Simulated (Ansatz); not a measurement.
Relaxation of BClFH$_{4}$N (8 atoms, charge 0, multiplicity 1), to a largest force component of 0.03 eV/Å in at most 50 steps.

The calculation used RKS B3LYP-D4/def2-SVP in Ansatz 0.2.0.

```xyz
8
Properties=species:S:1:pos:R:3:forces:R:3
B -0.092 0.535 -0.411 0.10 0.90 -0.05
H -0.113 -0.114 1.898 -0.02 -1.77 0.04
F 0.980 -0.248 -0.411 0.01 0.00 0.00
N -1.337 0.070 -0.814 0.00 0.00 0.00
H -1.485 -0.893 -1.094 0.00 0.01 0.00
H -2.157 0.661 -0.852 0.00 -0.01 0.01
Cl 0.123 2.292 0.060 -0.08 -0.68 -0.39
H -0.108 0.597 1.988 -0.01 1.56 0.40
```

Problem. Where does it end, and by what steps?

Solution. The forces met the threshold. The force dipped under the threshold on the way, but the program's further checks kept it going. After 24 steps the energy has fallen by 0.192 eV; H2 moved furthest, 1.17 Å.

```json
{"step": "0", "energy less start (eV)": "0.0000", "largest force component (eV/Å)": "1.775", "accepted": "yes"}
{"step": "1", "energy less start (eV)": "-0.1345", "largest force component (eV/Å)": "0.519", "accepted": "yes"}
{"step": "2", "energy less start (eV)": "-0.1715", "largest force component (eV/Å)": "0.393", "accepted": "yes"}
{"step": "3", "energy less start (eV)": "-0.1796", "largest force component (eV/Å)": "0.239", "accepted": "yes"}
{"step": "4", "energy less start (eV)": "-0.1828", "largest force component (eV/Å)": "0.101", "accepted": "yes"}
{"step": "5", "energy less start (eV)": "-0.1836", "largest force component (eV/Å)": "0.041", "accepted": "yes"}
{"step": "6", "energy less start (eV)": "-0.1845", "largest force component (eV/Å)": "0.049", "accepted": "yes"}
{"step": "7", "energy less start (eV)": "-0.1796", "largest force component (eV/Å)": "0.665", "accepted": "no"}
{"step": "8", "energy less start (eV)": "-0.1862", "largest force component (eV/Å)": "0.028", "accepted": "yes"}
{"step": "9", "energy less start (eV)": "-0.1839", "largest force component (eV/Å)": "0.479", "accepted": "no"}
{"step": "10", "energy less start (eV)": "-0.1870", "largest force component (eV/Å)": "0.125", "accepted": "yes"}
{"step": "11", "energy less start (eV)": "-0.1873", "largest force component (eV/Å)": "0.175", "accepted": "yes"}
{"step": "12", "energy less start (eV)": "-0.1888", "largest force component (eV/Å)": "0.019", "accepted": "yes"}
{"step": "13", "energy less start (eV)": "-0.1897", "largest force component (eV/Å)": "0.038", "accepted": "yes"}
{"step": "14", "energy less start (eV)": "-0.1869", "largest force component (eV/Å)": "0.324", "accepted": "no"}
{"step": "15", "energy less start (eV)": "-0.1892", "largest force component (eV/Å)": "0.177", "accepted": "no"}
{"step": "16", "energy less start (eV)": "-0.1899", "largest force component (eV/Å)": "0.016", "accepted": "yes"}
{"step": "17", "energy less start (eV)": "-0.1904", "largest force component (eV/Å)": "0.073", "accepted": "yes"}
{"step": "18", "energy less start (eV)": "-0.1907", "largest force component (eV/Å)": "0.088", "accepted": "yes"}
{"step": "19", "energy less start (eV)": "-0.1910", "largest force component (eV/Å)": "0.059", "accepted": "yes"}
{"step": "20", "energy less start (eV)": "-0.1913", "largest force component (eV/Å)": "0.087", "accepted": "yes"}
{"step": "21", "energy less start (eV)": "-0.1914", "largest force component (eV/Å)": "0.107", "accepted": "yes"}
{"step": "22", "energy less start (eV)": "-0.1917", "largest force component (eV/Å)": "0.101", "accepted": "yes"}
{"step": "23", "energy less start (eV)": "-0.1920", "largest force component (eV/Å)": "0.057", "accepted": "yes"}
{"step": "24", "energy less start (eV)": "-0.1923", "largest force component (eV/Å)": "0.018", "accepted": "yes"}
```

```xyz
8
Properties=species:S:1:pos:R:3
B -0.049 0.555 -0.809
H -0.253 0.022 3.053
F 1.016 -0.124 -1.230
N -1.335 0.063 -1.010
H -1.502 -0.822 -1.475
H -2.167 0.550 -0.700
Cl 0.220 2.111 0.017
H -0.117 0.546 2.518
```

The run took 59 s on 1 thread of Intel(R) Xeon(R) Platinum 8375C CPU @ 2.90GHz (Ice Lake), on a shared host, peak memory 0.17 GiB.
